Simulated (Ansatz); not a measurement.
Process, species as SMILES: F[Si]F → F[Si]F as doublet, charge -1 (an electron is taken up)
Structures are relaxed separately at B3LYP-D3(BJ)/def2-TZVP in Ansatz (a first-principles code). Unstable Hartree-Fock reference: F[Si]F. A spin state is the lowest found, not a proven ground state.

Quantity: adiabatic electron affinity (electronic energy difference), positive where the reaction releases energy, in eV. Correlated levels leave the core frozen unless marked. UHF or UKS for open shells. Spin-orbit coupling is left out. No relativistic terms. Anions need diffuse functions: aug- sets have them; def2-D sets add few; the other sets have none. CBS(X,Y): correlation extrapolated as X^-3; Hartree-Fock from the larger set. [CCSD(T)-MP2]/basis is that difference in the basis named.

```
level         program  adiabatic electron affinity (eV)
------------  -------  --------------------------------
HF/cc-pwCVTZ   Ansatz                             -0.43
```

Task: What does RI-MP2/CBS(aug-cc-pV(T+d)Z,aug-cc-pV(Q+d)Z)+[CCSD(T)-MP2]/aug-cc-pV(T+d)Z (Ansatz) give?

Result: 0.24 eV, so HF/cc-pwCVTZ differs from it by -0.67 eV.
